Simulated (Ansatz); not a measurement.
Molecule: C₆H₁₁, net charge 0, doublet state. It need not be the lowest isomer of its formula. 
Geometry from a B3LYP-D3(BJ)/def2-TZVP (Ansatz, a quantum-chemistry and plane-wave program) optimisation:
```xyz
17

C      2.4702     0.4553     0.0245
C      1.3659    -0.4571     0.5849
C      0.0581     0.2463     0.7196
C     -1.0702     0.0516    -0.0726
C     -1.0569    -0.9847    -1.1743
C     -2.2144     0.7963     0.1331
H      3.4246    -0.0728    -0.0268
H      2.6046     1.3366     0.6547
H      2.2149     0.8007    -0.9788
H      1.6849    -0.8200     1.5688
H      1.2687    -1.3374    -0.0522
H      0.0002     1.0136     1.4862
H     -0.9076    -1.9895    -0.7731
H     -0.2519    -0.7983    -1.8880
H     -1.9984    -0.9796    -1.7217
H     -2.2588     1.5441     0.9141
H     -3.0976     0.6563    -0.4745
```
Charge 0, spin multiplicity 2.

Quantity: atomisation energy (electronic, to ground-state atoms), in kJ/mol. Correlated levels leave the core frozen unless marked. UHF or UKS for open shells. Spin-orbit coupling is left out. Non-relativistic. The coupled-cluster limit lacks core correlation, which all-electron functionals hold. CBS(X,Y): correlation extrapolated as X^-3; Hartree-Fock from the larger set. [CCSD(T)-MP2]/basis is that difference in the basis named.

| level | program | atomisation energy (kJ/mol) |
|---|---|---|
| HF/6-31G* | Ansatz | 5274.0 |
| BLYP-D3(BJ)/def2-TZVPD | Ansatz + dftd3 | 6899.9 |
| r2SCAN/def2-TZVPD | Ansatz | 6942.3 |
| B3LYP-D4/def2-TZVPD | Ansatz + dftd4 | 6932.7 |
| B2GP-PLYP-D4/def2-TZVPD | Ansatz + dftd4 | 6834.3 |
| RPA@PBE/cc-pVTZ | Ansatz | 6476.8 |
| SCS-MP2/6-31G* | Ansatz | 6336.0 |
| SCS-MP2/cc-pVDZ | Ansatz | 6449.0 |
| CCSD(T)/cc-pwCVTZ | Ansatz | 6763.6 |
| RI-MP2/CBS(cc-pVTZ,cc-pVQZ)+[CCSD(T)-MP2]/cc-pVTZ | Ansatz | 6906.1 |

The UHF reference is spin-contaminated (<S^2> 0.20 over the pure value in the largest basis).
